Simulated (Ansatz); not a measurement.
Total energies of B₈P₇H₂₄⁻, a nanocrystal cut from zinc blende BP (hydrogen-capped) from Ansatz at PBE-D4/def2-TZVP, gas phase (1 Eh = 27.2114 eV = 2625.5 kJ/mol). The reference geometry is relaxed at r2SCAN-D4/def2-SVP.

```xyz
39

B     2.365    2.183   -1.865
B    -3.467   -0.907   -0.996
B    -0.611    0.771   -1.361
B     0.798    2.334    1.015
B    -2.093    0.803    1.445
B     0.631   -0.820    1.323
B     3.586    0.620    0.770
B    -2.247   -2.469    1.641
P     1.036    0.856   -2.386
P     2.517    2.118    0.090
P    -1.796   -0.645   -1.964
P    -3.049   -0.831    0.920
P     2.464   -0.972    0.696
P    -0.369   -2.472    1.119
P    -0.313    0.758    0.594
H     3.416    1.936   -2.436
H     1.858    3.249   -2.185
H    -3.959   -1.972   -1.336
H    -4.136    0.073   -1.292
H    -1.199    1.816   -1.587
H     0.229    3.324    0.578
H     0.991    2.349    2.221
H    -2.693    1.776    1.013
H    -1.932    0.801    2.657
H     0.706   -0.621    2.524
H     4.599    0.420    0.119
H     3.781    0.787    1.965
H    -2.776   -3.486    1.220
H    -2.213   -2.387    2.860
H     0.711    1.008   -3.765
H     1.597   -0.450   -2.473
H     3.318    3.254    0.392
H    -2.061   -0.462   -3.352
H    -1.053   -1.855   -2.077
H    -4.332   -0.799    1.533
H     2.463   -1.561   -0.601
H     3.097   -2.046    1.384
H    -0.187   -2.965   -0.205
H     0.323   -3.515    1.800
```

```json
{"state": "charge -1 singlet", "geometry": "reference", "energy (Eh)": "-2601.72705"}
{"state": "charge 0 doublet", "geometry": "reference", "energy (Eh)": "-2601.55638"}
{"state": "charge 0 doublet", "geometry": "relaxed at r2SCAN-D4/def2-SVP", "energy (Eh)": "-2601.57071"}
```

Single mean-field runs in def2-TZVP are fitted with def2-universal-jkfit.

Problem. Work out the vertical ionisation energy to the doublet.

Solution. E(charge 0 doublet) − E(charge -1 singlet) = -2601.55638 − (-2601.72705) = 0.17067 Eh = 4.64 eV. For comparison, −ε of the highest occupied level is 2.72 eV at this level, 1.92 eV less.

Problem. How much does the charge 0 doublet relax, and what is the adiabatic ionisation energy?

Solution. Relaxation: -2601.55638 − (-2601.57071) = 0.01433 Eh = 0.39 eV. Adiabatic ionisation energy: 0.15634 Eh = 4.25 eV, without zero-point energy. 

At PBE-D4/def2-TZVP the gap within one spin of the charge 0 doublet nearly closes, so an electron or hole may be smeared out by delocalisation error.
